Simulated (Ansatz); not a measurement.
This triplet is an excited state, 1.69 eV above the relaxed singlet at the level B3LYP/cc-pVTZ // PBE0-D3(BJ)/def2-TZVP (Ansatz, a quantum-chemistry and plane-wave program).

Species: C$_{2}$HClSi, SMILES `C#C[Si]Cl` (excited triplet) (charge 0, multiplicity 3).

Give a relaxed geometry from PBE0-D3(BJ)/def2-TZVP in Ansatz.

the end point of this relaxation (outside a Z-matrix the atoms follow the SMILES, hydrogens last).
Cartesian coordinates (Å) in one orientation:
```xyz
5

C     -1.461     0.103    -0.068
C     -0.311    -0.169    -0.350
Si     1.304    -0.704    -0.838
Cl     2.934     0.416    -0.324
H     -2.466     0.353     0.185
```
